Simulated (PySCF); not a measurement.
**Radial density of Ni (nickel, neutral)**

r2SCAN, [Ar] 3d8 4s2, high-spin 3F determinant. Calculation: PySCF 2.14, in aug-cc-pVDZ-DK (7s6p4d2f, 59 functions); the spin-free X2C one-electron Hamiltonian (Gaussian nucleus).

```tsv
r (bohr)	4πr²ρ (e/bohr)	4πr²(ρα − ρβ)
0.000960	0.2574	0.0000
0.00161	0.6447	0.0000
0.00271	1.581	0.0001
0.00457	3.739	0.0002
0.00768	8.325	0.0005
0.0129	16.65	0.0010
0.0217	27.69	0.0017
0.0365	34.06	0.0022
0.0615	29.02	0.0050
0.103	28.93	0.0302
0.174	38.51	0.1787
0.293	22.23	0.7977
0.492	18.04	1.8995
0.828	16.75	1.8000
1.39	4.548	0.6829
2.34	1.330	0.1101
3.94	0.3495	-0.0122
6.63	0.01654	-0.0026
11.1	5.364e-05	0.0000
```

Densities and radii are taken from the X2C orbitals without a picture-change correction, which distorts them close to the nucleus.

(1) Where is the radial spin density 4πr²(ρα − ρβ) most negative, and why is it negative at all?

Results:

(1) Around r = 3.94 bohr, down to -0.0122 e/bohr: exchange with the open shell polarises the paired shells in an unrestricted calculation.
